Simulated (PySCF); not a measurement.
# Computed properties of CH₃Cl₂NSi₂, SMILES Cl[Si]1(Cl)C=N[SiH2]1

CH₃Cl₂NSi₂, SMILES Cl[Si]1(Cl)C=N[SiH2]1. The structure is a stationary point at r2SCAN-D4/def2-SVP. This is a generated structure with no PubChem entry under its InChIKey; it may be hypothetical. One conformer was computed; it need not be the lowest. All values are computed for the isolated molecule unless a solvent is named; none is compared with measurement here.

**Structure.** The optimised structure has Cs symmetry. All 21 harmonic modes at r2SCAN-D4/def2-SVP (PySCF) are real, so it is a minimum. With heavy atoms numbered as in [Cl:1][Si:2]1([Cl:3])[CH:4]=[N:5][SiH2:6]1, the shortest bond between them is C4–N5 at 1.289 Å and the longest Si2–Si6 at 2.349 Å.

**Vibrations.** The strongest infrared lines (harmonic, unscaled, degenerate partners summed) lie at 566 cm⁻¹ (176 km/mol, Si 64 %, Cl 19 %), 771 cm⁻¹ (121 km/mol, H 63 %, Si 23 %), 938 cm⁻¹ (120 km/mol, H 94 %). The softest mode is at 53 cm⁻¹ and the zero-point energy is 26.1 kcal/mol.

**Electronic structure.** B3LYP/def2-TZVP (PySCF) places the frontier levels at -7.12 and -2.01 eV, a gap of 5.11 eV, and gives a dipole moment of 0.60 D and a mean polarisability of 92.9 bohr³. PBE/def2-TZVP (PySCF) at the same geometry gives -6.06 and -2.90 eV, so its gap is 1.95 eV narrower. An orbital gap is neither the optical nor the fundamental gap.

**Excitations.** TDA-ωB97X/def2-SVPD (PySCF) has S1 at 3.76 eV (330 nm, f = 0.001, dark); the most intense of the 10 singlets computed lies at 7.05 eV (f = 0.07). T1 (TDA) is at 3.01 eV, 0.75 eV under S1. TDA-PBE/def2-SVPD (PySCF) puts S1 at 3.54 eV. No vertical singlet excitation falls in the visible range (under 3.1 eV).

**NMR.** GIAO shifts at HF/pcSseg-1 (PySCF) (non-relativistic, atoms alike by connectivity averaged): ¹³C at 222.2 ppm against TMS; ¹H from 5.5 to 10.4 ppm against TMS; ²⁹Si from 16.6 to 32.1 ppm against TMS. Without spin–orbit terms, shifts of atoms bonded to Cl or Br come out too high.

**Solvation.** SMD-M06-2X/6-31G* (PySCF) gives -1.1 kcal/mol in water, -3.7 kcal/mol in benzene, -4.6 kcal/mol in chloroform (1 M in both phases, gas-phase geometry); of these solvents chloroform holds the molecule best.
